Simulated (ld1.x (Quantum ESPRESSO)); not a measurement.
## Before and after: TM potential for Sn (Z = 50)

Sn (Z = 50), norm-conserving Troullier–Martins (Kleinman–Bylander form), made with ld1.x (Quantum ESPRESSO) 7.5 (PBE, scalar-relativistic). Core [Kr] 4d10, reference 5s2 5p2. Waves: 5p (bound): rc 2.55 bohr; 5s (bound): rc 1.75 bohr. Local part: the s channel. Core correction: a·sin(br)/r model core inside 1.05 bohr.

All-electron outer shells of the reference configuration (PBE, scalar-relativistic, ld1.x):

```csv
shell,level (eV),outermost node (bohr),outermost maximum (bohr)
4p,-89.70,0.41,0.79
4d,-25.84,0.39,0.88
5s,-10.55,0.98,2.01
5p,-3.69,1.09,2.55
```

Change: core [Kr], valence charge 14; reference 4d10 5s2 5p1; waves now 5p (bound): rc 1.95 bohr; 4d (bound): rc 1.10 bohr; 5s (bound): rc 1.60 bohr; core correction a·sin(br)/r model core inside 0.60 bohr.

Cutoffs: the cutoffs (Ry, on a coarse ladder) from which the occupation-weighted sum of valence levels, in a spherical-Bessel basis at the reference potential, stays within 10 and 1 mRy of its value at 400 Ry; they do not see the model core or the augmentation charge, which bear on the density cutoff. Errors are all-electron minus pseudo energies relative to the spin-unpolarised reference configuration.

What does the change do?

The potential gets harder (21 Ry and 50 Ry → 100 Ry and 160 Ry); neither file shows a bound ghost. The added semicore shells are compact, so their waves need more plane waves. Several settings change at once here, so the effects cannot be laid on one of them.

```csv
quantity,base,changed
"cutoff, loose",21 Ry,100 Ry
"cutoff, tight",50 Ry,160 Ry
bound ghosts,none,none
"largest error over its own tests, meV",-338,-350
```
